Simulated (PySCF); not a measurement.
Computed with PySCF 2.14.0, delta-SCF UKS SCAN, pcX-2 on the ionised atom, pcseg-1 elsewhere, spin-free X2C. Geometries: GFN2-xTB; isolated species, one conformer each. Values against the vacuum level.

(1) Order these sites by rising C 1s binding energy.
A. C2 in `[CH3:1][c:2]1[p:3][p:4][cH:5][p-:6]1`
B. C1 in `[CH:1]#[C:2][CH2:3][C:4]([F:5])([F:6])[F:7]`
C. C5 in `[F:1][C:2]([F:3])([F:4])[C:5]1=[CH:6][CH2:7]1`
D. C1 in `[CH2:1]=[CH:2][C:3]([F:4])=[C:5]([F:6])[F:7]`

## Answers

(1) A (284.83 eV), D (290.36 eV), B (290.82 eV), C (291.82 eV).

The highest is bonded to C (double bond) and 2 C, the lowest to C and 2 P (aromatic in the SMILES) in a species of charge -1; the range is 6.99 eV.

The basis sets have no added diffuse functions, a weakness for anions.
